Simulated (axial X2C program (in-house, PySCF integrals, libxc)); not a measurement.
PmI: the levels of the configuration f4 s2

Calculated with an axial X2C code built on PySCF integrals: two-component X2C with atomic mean-field Coulomb and Gaunt terms, basis Pm dyall-v3z, I dyall-v3z (cores contracted in-house). Orbitals come from Hartree–Fock averaged over the configuration Pm f4 s2; CI then distributes these electrons over the f, s shells of Pm.

R = 2.925 Å (near the minimum of the configuration average).

Active spinors (ω > 0):

```
shell    ω  ε (eV)  character
    f  5/2   -0.33  100% Pm f
    f  3/2   -0.24  100% Pm f
    f  1/2   -0.20  100% Pm f
    f  7/2    0.04  100% Pm f
    f  5/2    0.12  100% Pm f
    f  3/2    0.18  100% Pm f
    f  1/2    0.21  100% Pm f
```

Filled shells are left out: they mix freely with the closed shells.

Lowest levels of this model:

```
Ω  energy (cm⁻¹)     g∥  μ (D)  configuration
0              0   0.00  -3.72     100% f4 s2
1             31   1.36  -3.72     100% f4 s2
2            107   2.64  -3.71     100% f4 s2
3            213   3.86  -3.72     100% f4 s2
4            456   5.18  -3.71     100% f4 s2
0           1501   0.00  -3.71     100% f4 s2
1           1513   1.79  -3.72     100% f4 s2
2           1548   3.61  -3.72     100% f4 s2
3           1619   5.44  -3.72     100% f4 s2
4           1742   7.15  -3.71     100% f4 s2
5           1860   9.32  -3.71     100% f4 s2
0           3145   0.00  -3.71     100% f4 s2
1           3153   2.11  -3.72     100% f4 s2
2           3176   4.24  -3.72     100% f4 s2
3           3221   6.37  -3.72     100% f4 s2
4           3294   8.49  -3.72     100% f4 s2
5           3393  10.64  -3.71     100% f4 s2
6           3480  13.09  -3.71     100% f4 s2
0           4903   0.00  -3.72     100% f4 s2
1           4911   2.31  -3.72     100% f4 s2
2           4934   4.63  -3.72     100% f4 s2
3           4969   6.97  -3.72     100% f4 s2
4           5018   9.31  -3.72     100% f4 s2
5           5081  11.65  -3.72     100% f4 s2
6           5165  14.03  -3.71     100% f4 s2
7           5263  16.61  -3.71     100% f4 s2
0           6739   0.00  -3.72     100% f4 s2
5           6901  12.35  -3.71     100% f4 s2
6           6947  14.83  -3.72     100% f4 s2
7           7025  17.32  -3.72     100% f4 s2
```

g∥ is the magnitude of 2⟨Lz + ge Sz⟩ for the +Ω component. μ is positive if the I end is positive.

This point took 3.6 s on 1 thread of Arm Neoverse V1, on a shared host.

There is no dynamic correlation: spin–orbit spacings and, for f shells, spacings inside one term are the most reliable numbers, splittings between terms come out too wide, and energies between configurations are not reliable, so the lowest level need not be the ground state of the molecule. At most 4 roots were kept for each Ω > 0 (twice that for Ω = 0) within 2.2 eV of the lowest, so higher up levels can be missing between those listed; levels with Ω > 0 are doubly degenerate and listed once, Ω = 0 levels singly.
